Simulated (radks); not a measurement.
Results of a calculation; reference values are marked as such.
Ionisation of neutral bromine, [Ar] 3d10 4s2 4p5, to Br+, [Ar] 3d10 4s2 4p4, under several functionals. Dirac Kohn-Sham, spin-unpolarised, spherical densities, finite nucleus; open shells are shared between the two j in proportion to 2j + 1; a radial shooting solver on a logarithmic mesh with Libxc functionals.

functional,E(Br) (hartree),Exc (hartree),IE (eV),-e(HOMO) (eV),<r> HOMO (bohr),IE error (eV)
SOGGA,-2604.58719,-90.18620,12.473,7.610,2.119,+0.660
PBE,-2606.57054,-92.20052,12.560,7.699,2.122,+0.746
AM05,-2603.44540,-89.02752,12.530,7.660,2.117,+0.716
exchange-only B88,-2605.31390,-90.91702,11.593,6.783,2.146,-0.221
exchange-only PBE,-2604.87790,-90.46778,11.596,6.800,2.154,-0.218
Wu-Cohen GGA,-2606.04662,-91.67185,12.567,7.693,2.116,+0.753
PBEsol,-2604.84687,-90.44787,12.559,7.693,2.119,+0.746

NIST Atomic Spectra Database: 11.814 eV (measured). Closest: exchange-only PBE. The Delta-SCF values span 0.97 eV, the total energies 3.13 hartree. The highest occupied level is 4p3/2. Spin polarisation and multiplet splitting are left out, so open shells lie too high by an amount that depends on their filling. Sharing an open shell by 2j + 1 raises it above the true ground level by a part of the spin-orbit splitting, which enters the differences from NIST.

Beside tabulated values, note that spin-unpolarised runs miss the spin-polarisation part of the exchange energy of open shells.
